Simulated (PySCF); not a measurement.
# Nb²²⁺: ionisation energy

Nb²²⁺ [Ar] 3d1 (2D) → Nb²³⁺ [Ar] (1S), as a difference of total energies. All numbers are calculated (PySCF 2.14, the spin-free X2C one-electron Hamiltonian (Gaussian nucleus), in an even-tempered Gaussian basis (19 s from 2.2 bohr⁻², ratio 2.5; 12 p from 2.9 bohr⁻², ratio 2.5; 8 d from 2.9 bohr⁻², ratio 2.5; 4 f from 10 bohr⁻², ratio 2.7; 3 g from 15 bohr⁻², ratio 2.7)). Correlated levels: outer shells: [Ne] frozen; virtual orbitals above 40 to 60 times the deepest correlated orbital energy dropped. The calculations carry no spin-orbit coupling.

```tsv
method	ionisation energy (eV)
UHF	998.35
MP2 (outer shells)	998.46
SCS-MP2 (outer shells)	998.42
CCSD (outer shells)	998.33
CCSD(T) (outer shells)	998.31
```

Breit and QED terms and the two-electron picture change are absent.

The reference lies between the lowest fine-structure levels, while these numbers refer to the centres of the terms.

For comparison: 1000 ± 4 eV (theoretical estimate listed by NIST; NIST Atomic Spectra Database, ionization energies).
